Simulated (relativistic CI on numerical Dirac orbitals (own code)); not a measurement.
## Spin-allowed bands of a d2 ion in an octahedral site, by hand

Problem. Take Δ = 8330 cm⁻¹ and B = 490 cm⁻¹ for a d2 ion in an octahedral site. Calculate the three spin-allowed bands.

Working.
1. The terms of highest spin are 3F (energy 0) and 3P (15B = 7350 cm⁻¹). Here the F term splits into A2 at +1.2Δ = 9996, T2 at +0.2Δ = 1666 and T1 at −0.6Δ = -4998 cm⁻¹.
2. The two T1 states mix through the element 0.4Δ: H = [[-4998, 3332], [3332, 7350]], with roots ½(H₁₁ + H₂₂) ∓ ½√[(H₂₂ − H₁₁)² + 4H₁₂²] = ½(2352) ∓ ½(14031) = -5840 and 8192 cm⁻¹.
3. The ground term is 3T1 at -5840 cm⁻¹.
4. Bands: 3T2 7506 cm⁻¹ (1332 nm), 3T1(P) 14031 cm⁻¹ (713 nm), 3A2 15836 cm⁻¹ (631 nm).

Check. Exact diagonalisation of the whole d2 shell with these parameters gives 3T2 7506, 3T1 14031, 3A2 15836 cm⁻¹. The match is exact, since without spin-orbit coupling no other term has this spin. The ratio of the second band to the first, 1.869, depends on Δ/B = 17.0 alone, which is how a Tanabe-Sugano diagram is read.
